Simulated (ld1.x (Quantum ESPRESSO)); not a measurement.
An all-electron radial function and its pseudo partner (magnesium)

Columns: radius, all-electron u(r) and pseudo u(r) of the 2p shell (level -46.75 eV) of magnesium in the configuration [He] 2s2 2p6 3s2 3p0; PW91, scalar-relativistic, TM scheme, ld1.x (Quantum ESPRESSO) 7.5.

```csv
r (bohr),all-electron,pseudo
0.057,0.1245,0.0408
0.115,0.3670,0.1601
0.172,0.6086,0.3373
0.230,0.8143,0.5531
0.288,0.9676,0.7744
0.345,1.0688,0.9689
0.402,1.1271,1.1190
0.460,1.1506,1.2140
0.518,1.1462,1.2502
0.575,1.1220,1.2366
0.632,1.0837,1.1876
0.690,1.0349,1.1160
0.747,0.9810,1.0366
0.805,0.9227,0.9556
0.862,0.8640,0.8806
0.920,0.8044,0.8110
0.977,0.7470,0.7489
1.035,0.6905,0.6908
1.092,0.6374,0.6374
1.150,0.5861,0.5861
1.208,0.5378,0.5378
1.265,0.4934,0.4934
1.322,0.4519,0.4519
1.380,0.4127,0.4127
1.438,0.3764,0.3764
1.495,0.3435,0.3435
```

(1) How many radial nodes do the two functions have?

(2) At about which radius was the pseudo-wave matched?

(3) Where does each function peak?

(4) Is the pseudo-wave norm-conserving?

Answers

(1) The all-electron 2p function has n − l − 1 = 0; the pseudo-wave has 0.

(2) 1.15 bohr. The columns agree to 0.0005 from 1.03 bohr on; several derivatives are matched, so the curves merge somewhat inside the radius.

(3) Outermost all-electron maximum near 0.46 bohr, pseudo maximum near 0.52 bohr (to the table’s step).

(4) Yes: the TM scheme keeps the norm inside the radius equal to the all-electron one, which fixes the energy derivative of the logarithmic derivative at the level.
